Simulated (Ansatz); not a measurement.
`[CH3][Sb]1[CH2]O[CH2]1`. Total charge 0; spin multiplicity 1. Sb: def2 effective core potential. The geometry is a stationary point of PBE0-D4/def2-TZVP.

```xyz
12

C    -1.135    0.086    1.497
Sb    0.469   -1.126    0.719
C     1.411    0.570   -0.300
O     0.486    0.564   -1.378
C    -0.091   -0.735   -1.362
H    -0.847    0.498    2.466
H    -1.342    0.895    0.797
H    -2.027   -0.527    1.630
H     2.430    0.345   -0.634
H     1.396    1.531    0.219
H    -1.158   -0.688   -1.589
H     0.408   -1.412   -2.065
```

Question: What is the dipole moment at B3LYP/def2-TZVPP? (Estimate.)

Answer: Ansatz gave: 1.28 D, with components (-0.11, -0.73, 1.05) D in this frame, pointing from negative to positive charge.

Question: And with PBE, r2SCAN, ωB97M-V? (Estimate.)

Answer: Computed: PBE 1.06 D, r2SCAN 1.08 D, ωB97M-V 1.33 D.

Question: Give the Mulliken charges with B3LYP, r2SCAN, ωB97M-V in def2-TZVPP. (Best estimate.)

Answer: Ansatz gave: 
```json
{"atom": "C1", "B3LYP": "-0.56", "r2SCAN": "-0.46", "ωB97M-V": "-0.59"}
{"atom": "Sb2", "B3LYP": "0.55", "r2SCAN": "0.47", "ωB97M-V": "0.47"}
{"atom": "C3", "B3LYP": "-0.25", "r2SCAN": "-0.15", "ωB97M-V": "-0.28"}
{"atom": "O4", "B3LYP": "-0.30", "r2SCAN": "-0.31", "ωB97M-V": "-0.28"}
{"atom": "C5", "B3LYP": "-0.25", "r2SCAN": "-0.15", "ωB97M-V": "-0.28"}
{"atom": "H6", "B3LYP": "0.12", "r2SCAN": "0.10", "ωB97M-V": "0.14"}
{"atom": "H7", "B3LYP": "0.13", "r2SCAN": "0.10", "ωB97M-V": "0.14"}
{"atom": "H8", "B3LYP": "0.12", "r2SCAN": "0.10", "ωB97M-V": "0.14"}
{"atom": "H9", "B3LYP": "0.11", "r2SCAN": "0.07", "ωB97M-V": "0.13"}
{"atom": "H10", "B3LYP": "0.11", "r2SCAN": "0.07", "ωB97M-V": "0.13"}
{"atom": "H11", "B3LYP": "0.11", "r2SCAN": "0.07", "ωB97M-V": "0.13"}
{"atom": "H12", "B3LYP": "0.11", "r2SCAN": "0.07", "ωB97M-V": "0.13"}
```

B3LYP here is the variant with VWN-RPA as its local correlation; programs differ in this.
